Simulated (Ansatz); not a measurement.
One change: `C[NH][Hf]([F])([F])[F]` becomes `[OH][Hf]([F])([F])[F]`.

Ansatz, PBE0-D4/def2-TZVP geometries, multiplicity 1. Each molecule was computed in one conformer, which needn't be the lowest.

Elements past krypton have def2 core potentials.

| property | `C[NH][Hf]([F])([F])[F]` |
| --- | --- |
| LUMO energy (ωB97M-V/def2-TZVPP) / eV | 0.71 |
| size of the dipole moment (B3LYP/def2-TZVPP) / D | 2.65 |
| HOMO–LUMO gap (ωB97M-V/def2-TZVPP) / eV | 10.45 |
| HOMO energy (PBE/def2-TZVPP) / eV | -6.06 |
| HOMO energy (PBE0/def2-TZVPP) / eV | -7.44 |
| size of the dipole moment (ωB97M-V/def2-TZVPP) / D | 2.53 |

What does the change do to each property? (Best estimate.)

The calculation gave: 
```tsv
property	`[OH][Hf]([F])([F])[F]`	shift
LUMO energy (ωB97M-V/def2-TZVPP) / eV	0.55	-0.16
size of the dipole moment (B3LYP/def2-TZVPP) / D	2.67	0.02
HOMO–LUMO gap (ωB97M-V/def2-TZVPP) / eV	13.28	2.83
HOMO energy (PBE/def2-TZVPP) / eV	-8.46	-2.40
HOMO energy (PBE0/def2-TZVPP) / eV	-10.24	-2.80
size of the dipole moment (ωB97M-V/def2-TZVPP) / D	2.66	0.13
```

With PBE0 the HOMO falls by 2.80 eV and the LUMO falls by 0.05 eV, so the gap widens by about 2.75 eV. PBE moves the HOMO by -2.40 eV and ωB97M-V by -2.98 eV. The zero-point energy changes by -107.7 kJ/mol with -12 modes. Dipoles are sizes alone; their direction can turn.

B3LYP here is the variant with VWN-RPA as its local correlation; programs differ in this.
